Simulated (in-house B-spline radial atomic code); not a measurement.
Configurations of Eu3+, with energies counted from [Xe] 4f6. Level of theory: scalar-relativistic (X2C) r2SCAN0, spin-polarised, spherical fractional occupations, exact exchange averaged over the configuration, Fermi nucleus of rms radius 5.1115 fm; calculated with a radial B-spline atomic code at the basis-set limit. Shells without spins written out take the highest spin.

Occupations are held fixed; configurations that lie above the ionisation limit could autoionise.

```csv
configuration,E - E(ref) (eV),highest orbital,its <r> (bohr)
[Xe] 4f5 5d1,12.325,5d up,2.058
[Xe] 4f5 6p1,21.873,6p up,3.58
[Kr] 4d10 4f6 5s2 5p5 6s1,28.702,6s up,3.073
[Xe] 4f5 6d1,28.829,6d up,4.754
[Kr] 4d10 4f6 5s2 5p5 6p1,34.214,6p up,3.605
```

**Question.** Order these further configurations by energy, lowest first.
A. [Kr] 4d10 4f6 5s2 5p5 5d1
B. [Kr] 4d9 4f7 5s2 5p6
C. [Kr] 4d10 4f7 5s2 5p5
D. [Kr] 4d9 4f6 5s2 5p6 5d1
E. [Kr] 4d9 4f6 5s2 5p6 6d1

**Answer.** C (16.245 eV), A (24.806 eV), B (128.02 eV), D (142.19 eV), E (158.84 eV).
